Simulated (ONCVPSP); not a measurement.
hafnium: ONCV pseudisation with PBE, scalar-relativistic reference atom.

hafnium (Hf), optimised norm-conserving Vanderbilt (ONCV), made with ONCVPSP 4.0.1 (PBE, scalar-relativistic). Core [Kr] 4d10 4f14 5s2, reference 5p6 5d2 6s0.5 (charge +1.5). Waves: 6s: rc 2.35 bohr, ncon 5, nbas 8, qcut 2.3 1/bohr, 2 projectors, debl 0.7 Ha; 5p: rc 1.55 bohr, ncon 4, nbas 7, qcut 9 1/bohr, 1 projector; 5d: rc 2.25 bohr, ncon 5, nbas 9, qcut 5.7 1/bohr, 2 projectors, debl 3 Ha. Local part: polynomial inside 1.10 bohr (lpopt 5, dvloc0 0 Ha). Core correction: polynomial model core, fcfact 0.55.

Results:

| Property | Result |
| --- | --- |
| Cutoffs needed | 27 Ha and 33 Ha (the cutoffs (Ha) at which the residual kinetic energy of the hardest occupied pseudo-wave falls to 1 and 0.1 mHa per electron) |
| Ghost test | ghosts flagged at negative energy: s at -70.6 eV; GHOST(+) flagged for s at 61.0 eV; a true bound ghost makes a file unfit for plane-wave use |
| Largest excitation error | -52 meV (all-electron minus pseudo) for 5p6 5d1 6s0, out of 4 test configurations |
| rms error of d²Exc/dni dnj | 5.39 mHa without and 0.38 mHa with the model core |

Generation and tests took about 4.1 s on one core of a shared server CPU.
